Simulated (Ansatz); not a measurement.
Program: Ansatz. Geometries: PBE0-D4/def2-TZVP. ΔE: electronic, gas phase. CCSD(T)/CBS adds triple-zeta CCSD(T) − MP2 to the extrapolated MP2 energy (def2 sets, frozen cores). Double bonds are as drawn, so ΔE can hold a change between cis and trans. Functionals use def2-TZVPP. B3LYP here is the variant with VWN-RPA as its local correlation; programs differ in this. For Br outer-core shells are correlated without core-valence functions, which leaves a few kJ/mol of doubt a bond. Scalar relativity is left out up to krypton. One conformer a species, not always the lowest.

Reaction (redistribution): `[F][Al]([Br])[Br]` + `CC/C=C/[SiH3]` → `C[CH2][Al]([F])[Br]` + `[SiH3]/C=C/Br`

`[F][Al]([Br])[Br]`:

Cartesian coordinates in Å:
```
F 0.826 1.384 -0.717
Al 0.061 0.102 -0.053
Br -1.484 0.458 1.505
Br 0.597 -1.944 -0.736
```

`CC/C=C/[SiH3]`:

```xyz
15

C    -1.390   -1.858   -0.676
C    -0.632   -1.288    0.517
C    -0.219    0.129    0.299
C     1.033    0.588    0.305
Si    1.460    2.367    0.005
H    -1.716   -2.882   -0.481
H    -2.278   -1.262   -0.900
H    -0.762   -1.865   -1.570
H     0.250   -1.898    0.735
H    -1.277   -1.335    1.404
H    -1.037    0.825    0.104
H     1.834   -0.126    0.498
H     2.173    2.957    1.171
H     0.207    3.132   -0.235
H     2.354    2.515   -1.177
```

`C[CH2][Al]([F])[Br]`:

Cartesian coordinates in Å:
```
C 0.622 0.902 -0.754
C -0.531 -0.060 -0.473
Al -0.425 -1.048 1.192
F -1.600 -2.121 1.613
Br 1.274 -0.813 2.648
H 0.487 1.419 -1.708
H 0.711 1.665 0.023
H 1.581 0.382 -0.796
H -1.490 0.473 -0.467
H -0.628 -0.798 -1.278
```

`[SiH3]/C=C/Br`:

```xyz
9

Si    0.401   -1.121   -0.679
C    -0.630    0.223    0.089
C    -0.068    1.213    0.765
Br   -1.033    2.616    1.576
H     0.189   -1.160   -2.150
H     1.833   -0.849   -0.388
H     0.021   -2.446   -0.122
H    -1.712    0.205   -0.013
H     0.998    1.319    0.922
```

(1) Is it downhill or uphill in electronic energy at CCSD(T)/CBS, and by how much? (An estimate is asked.)

(2) What do these levels give: r2SCAN-D4, PBE0-D4, B3LYP-D4, ωB97M-V, r2SCAN, B3LYP, HF/def2-TZVPP, MP2/def2-TZVPP, CCSD(T)/def2-TZVPP, HF/CBS(def2), MP2/CBS(def2), CCSD/CBS(def2)? (Estimate.)

Largest T1 diagnostic among the species: 0.011.

## Answers

(1) The calculation gave: Uphill: ΔE = +42.5 kcal/mol.

(2) The calculation gave: r2SCAN-D4 41.2, PBE0-D4 41.0, B3LYP-D4 40.4, ωB97M-V 41.2, r2SCAN 41.1, B3LYP 40.2, HF/def2-TZVPP 47.6, MP2/def2-TZVPP 41.9, CCSD(T)/def2-TZVPP 41.5, HF/CBS(def2) 47.7, MP2/CBS(def2) 42.9, CCSD/CBS(def2) 43.4 kcal/mol.

In def2-TZVPP, CCSD(T) changes the Hartree–Fock value by −6.1 kcal/mol (the triples alone add −1.0 kcal/mol) and MP2 by −5.7 kcal/mol. From PBE to PBE0 (25 % exact exchange), in def2-TZVPP and without D4, ΔE moves by +3.0 kcal/mol.
